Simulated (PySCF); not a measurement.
Cl4Ge. Atoms are numbered in the order given.

```xyz
5

Cl    -1.2218    -1.2218    -1.2218
Ge     0.0000     0.0000     0.0000
Cl     1.2218    -1.2218     1.2218
Cl     1.2218     1.2218    -1.2218
Cl    -1.2218     1.2218     1.2218
```
Charge 0, spin multiplicity 1.

Geometry: ωB97X-D3(BJ)/def2-SVP. The isomer is the one that the SMILES or the coordinates give; other isomers of the formula were not compared.

All values below come from PBE0/pcSseg-1 (PySCF).

GIAO shieldings, no solvent; atoms alike by connectivity are averaged. δ = σ(ref) − σ: ³⁵Cl against HCl (σ = 945.9 ppm); ⁷³Ge against GeH4 (σ = 1658.3 ppm), references at their B3LYP-D3(BJ)/def2-TZVP geometries, non-relativistic (without spin–orbit terms, shifts of atoms bonded to Cl or Br come out too high).

| nucleus | atoms | count | δ (ppm) |
|---|---|---|---|
| ³⁵Cl | Cl1, Cl3, Cl4, Cl5 | 4 | 229.7 |
| ⁷³Ge | Ge2 | 1 | 478.0 |
